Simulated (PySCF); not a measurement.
Level of theory: PySCF, PBE0, basis Hg def2-TZVP with ECP60, H def2-TZVP (scalar-relativistic core potentials, no spin–orbit coupling, density fitting). Open shells, if any, are unrestricted.

Q: What shape and geometry does isolated singlet HgH₂ take (every ligand bound to Hg)?

A: Counting electrons, mercury keeps none of its valence electrons outside its bonds, so the VSEPR class is AX2 and the expected shape is linear (D∞h), as computed. The lowest minimum found is a singlet of D∞h symmetry with Hg–H 1.649 Å (×2); H–Hg–H 180.0°. Its harmonic wavenumbers are 808 (πu), 1951 (σu+), 2073 (σg+) cm⁻¹ and its dipole moment is 0.00 D.

Spin–orbit coupling, left out here, can matter for elements this heavy.
